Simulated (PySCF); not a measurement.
Computed with CAM-B3LYP-D3(BJ)/def2-TZVP (PySCF). Isolated molecules, 0 K electronic values unless said otherwise. One relaxed conformer stands for a flexible species; it need not be the lowest. Delta-SCF ions had no search for a lower state. Excitations are Tamm–Dancoff values on a coarser integration grid. The basis has no diffuse functions, so Rydberg states are missing or too high.

Reference species (SMILES): `C/C(Cl)=C/[SiH3]` (neutral, multiplicity 1).

| Quantity | Result |
|---|---|
| HOMO | -8.76 eV |
| vertical ionisation energy (Delta-SCF) | 9.52 eV |
| brightest of the four lowest singlets (TDA) | 6.66 eV |

Changed species: `C=C(Cl)C[SiH3]` (Cl–C–C–Si torsion 74°).

**Question.** Predict the effect on the HOMO, vertical ionisation energy (Delta-SCF) and brightest of the four lowest singlets (TDA).

**Answer.** the HOMO goes up by 0.22 eV, to -8.54 eV; the vertical ionisation energy (Delta-SCF) decreases by 0.19 eV, to 9.33 eV; the brightest of the four lowest singlets (TDA) increases by 0.34 eV, to 7.00 eV.
